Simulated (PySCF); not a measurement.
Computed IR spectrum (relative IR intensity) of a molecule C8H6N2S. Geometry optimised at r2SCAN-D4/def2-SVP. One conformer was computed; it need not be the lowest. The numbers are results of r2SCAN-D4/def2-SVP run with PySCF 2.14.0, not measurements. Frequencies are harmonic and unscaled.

```tsv
ν (cm⁻¹)	relative intensity
539	7.1
608	4.1
636	17
700	100
745	39
831	18
866	29
913	2.7
919	4.2
971	22
1050	6.7
1073	14
1083	4.8
1159	3.4
1202	20
1238	22
1297	9.4
1303	7.7
1359	7.9
1456	58
1460	37
1500	69
1576	26
1589	73
1629	9.6
3133	23
3147	22
3168	26
3213	5.1
3226	2.1
3256	4.2
```

### Question
Identify the compound among the candidates.
A) C=Cc1cccc2nsnc12
B) C=Cc1ccc2nsnc2c1
C) c1cnc(-c2cccs2)nc1
D) c1csc(-c2cncnc2)c1

### Answer
D, c1csc(-c2cncnc2)c1
